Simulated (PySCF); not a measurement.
C2H6N, SMILES C[CH]N, multiplicity 2. Atoms are numbered in the order given.

```xyz
9

C     -1.2360     0.2152     0.0730
C      0.0472    -0.5283     0.0926
N      1.2143     0.1981    -0.1786
H     -2.0628    -0.4260     0.3825
H     -1.2108     1.0743     0.7554
H     -1.4814     0.6146    -0.9255
H      0.0731    -1.5648    -0.2261
H      1.2448     1.1033     0.2741
H      2.0701    -0.3100    -0.0043
```
Charge 0, spin multiplicity 2.

Geometry: r2SCAN-D4/def2-TZVP. The isomer is the one that the SMILES or the coordinates give; other isomers of the formula were not compared. The values are those of a single conformer.

Computed with TDA-PBE/def2-SVPD (PySCF 2.14.0).

Vertical excitations. Isolated molecule, no solvent.

Computed lowest excited states:
| state | energy (eV) | λ (nm) | f | main pairs |
|---|---|---|---|---|
| root 1 | 2.98 | 416 | 0.001 | α HOMO→LUMO 100 % |
| root 2 | 3.76 | 330 | 0.003 | α HOMO→LUMO+1 100 % |
| root 3 | 4.03 | 308 | 0.008 | α HOMO→LUMO+2 100 % |
| root 4 | 4.99 | 248 | 0.020 | α HOMO→LUMO+3 99 % |
| root 5 | 5.48 | 226 | 0.031 | α HOMO→LUMO+4 99 % |
| root 6 | 5.65 | 220 | 0.015 | α HOMO→LUMO+5 95 % |
| root 7 | 5.98 | 207 | 0.019 | α HOMO→LUMO+6 94 % |
| root 8 | 6.19 | 200 | 0.109 | α HOMO→LUMO+6 5 %, β HOMO→LUMO 81 % |
| root 9 | 6.46 | 192 | 0.004 | α HOMO→LUMO+7 98 % |
| root 10 | 6.85 | 181 | 0.001 | α HOMO→LUMO+8 99 % |
Unrestricted roots are not spin-pure.
